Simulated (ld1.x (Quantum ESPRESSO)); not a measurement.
## Building the ultrasoft potential for K (PBE, scalar-relativistic).

- Element: K
- Generator: ld1.x (Quantum ESPRESSO) 7.5
- Type: ultrasoft
- Functional: PBE
- Relativity: scalar-relativistic
- Frozen core: [Ne]
- Valence charge: 9
- Reference configuration: 3s2 3p6 4s1 4p0
- Partial waves: 3s (bound): rcut 1.70, rcutus 2.15 bohr; 4s (bound): rcut 1.70, rcutus 2.15 bohr; 3p (bound): rcut 2.30, rcutus 2.50 bohr; 4p (bound, empty): rcut 2.30, rcutus 2.50 bohr; 3d channel at 0.1 Ry: rcut 1.70, rcutus 2.15 bohr; 3d channel at 2.6 Ry: rcut 1.70, rcutus 2.15 bohr
- Local potential: all-electron potential smoothed inside 2.25 bohr (lloc = -2)
- Core correction: Bessel-smoothed model core inside 1.25 bohr
- Augmentation charge: built from norm-conserving waves at rcut, not smoothed further

Poles of the logarithmic derivatives, all-electron (AE) and pseudo (PS). s: poles at -2.5, 3.4 (AE) and -2.5, -0.7 (PS) Ry. p: poles at -1.2, 4.2 (AE) and -1.2, 0.2 (PS) Ry. d: poles at 0.8 (AE) and 0.9, 2.3 (PS) Ry. Test radius 2.72 bohr.

- Configuration tests: test run stopped at test 3 of 5 (negative rho)
- Lowest eigenvalue of the overlap operator: 0.14 (p channel)

A Bessel basis up to 400 Ry misses an occupied level by 0.56 Ry, so cutoffs and ghosts were not judged. The potential misses its own reference levels by up to 0.6 eV.
